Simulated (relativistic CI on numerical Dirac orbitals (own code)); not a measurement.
# Os²⁺ (5d6) in a crystal field

Calculated by Dirac-Coulomb-Breit CI, orbitals from a KLI potential per configuration, model QED (radiative potential, 1s self-energy scaled to tabulated hydrogen-like ionisation energies), valence Slater integrals scaled by 0.85, one configuration in a parametric crystal field (own radial code).

Field parameters in Wybourne normalisation: D4h B²₀ = −7Ds, B⁴₀ = 21(Dq − Dt), B⁴₄ = 21√(5/14) Dq. The field is a parameter set, without covalency.

S and J are read from ⟨S²⟩ = S(S + 1) and ⟨J²⟩ = J(J + 1) of each level; they are not fictitious spins.

D4h, 10Dq = 22050, Ds = -1500, Dt = -440 cm⁻¹, the lowest 16 levels:

```tsv
E (cm⁻¹)	Degeneracy	Irrep	S	J
0.0	1	A1	0.22	4.42
12342	1	A1	1.08	4.24
13323	1	A2	1.05	4.26
13660	2	E	1.04	3.97
17299	1	B2	1.08	3.67
17452	1	B1	1.06	3.91
17520	2	E	1.13	3.66
18147	1	A1	1.07	3.95
20678	2	E	1.00	4.16
20897	1	B1	1.16	4.08
21601	1	B2	1.24	3.94
22034	1	A2	0.58	4.70
24193	2	E	1.06	4.35
24314	1	A1	1.20	3.71
24428	1	A2	1.13	3.83
25144	2	E	1.63	4.06
```

D4h, 10Dq = 22050, Ds = 3000, Dt = -440 cm⁻¹, the lowest 16 levels:

| E (cm⁻¹) | Degeneracy | Irrep | S | J |
| --- | --- | --- | --- | --- |
| 0.0 | 1 | A1 | 0.23 | 4.41 |
| 9830 | 1 | B1 | 1.07 | 4.20 |
| 10187 | 2 | E | 1.03 | 4.00 |
| 14919 | 1 | B2 | 1.07 | 3.76 |
| 15011 | 2 | E | 1.15 | 3.78 |
| 15223 | 1 | A1 | 1.10 | 3.99 |
| 17205 | 1 | B1 | 1.07 | 3.84 |
| 17519 | 2 | E | 1.18 | 3.68 |
| 18953 | 1 | A2 | 1.19 | 3.62 |
| 19487 | 1 | A1 | 1.19 | 3.83 |
| 20407 | 1 | A2 | 0.41 | 4.92 |
| 21774 | 1 | B2 | 0.53 | 3.73 |
| 22330 | 2 | E | 1.92 | 3.64 |
| 23393 | 1 | B2 | 1.78 | 3.81 |
| 24299 | 2 | E | 0.69 | 4.74 |
| 24401 | 1 | B1 | 1.88 | 3.65 |

D4h, 10Dq = 22050, Ds = 2590, Dt = -440 cm⁻¹, the lowest 10 levels:

| E (cm⁻¹) | Degeneracy | Irrep | S | J |
| --- | --- | --- | --- | --- |
| 0.0 | 1 | A1 | 0.23 | 4.41 |
| 11092 | 1 | B1 | 1.08 | 4.21 |
| 11544 | 2 | E | 1.04 | 4.02 |
| 14990 | 2 | E | 1.13 | 3.79 |
| 15156 | 1 | A1 | 1.09 | 4.01 |
| 15381 | 1 | B2 | 1.09 | 3.78 |
| 17841 | 1 | B1 | 1.06 | 3.83 |
| 18024 | 2 | E | 1.19 | 3.66 |
| 19184 | 1 | A2 | 1.13 | 3.79 |
| 19816 | 1 | A1 | 1.19 | 3.82 |

The free-ion ground term has S = 2. The field overcomes the spin-pairing energy for D4h, 10Dq = 22050, Ds = -1500, Dt = -440 cm⁻¹; D4h, 10Dq = 22050, Ds = 3000, Dt = -440 cm⁻¹; D4h, 10Dq = 22050, Ds = 2590, Dt = -440 cm⁻¹, where the ground state has lower spin; these fields are assumed values.

Levels of this model without a field, named by their leading LS term: ⁵D4 0, ⁵D3 3916, ⁵D2 4407, ⁵D1 6158, ⁵D0 6529, ³H4 13131, ³H6 15572, ³H5 15701 cm⁻¹.
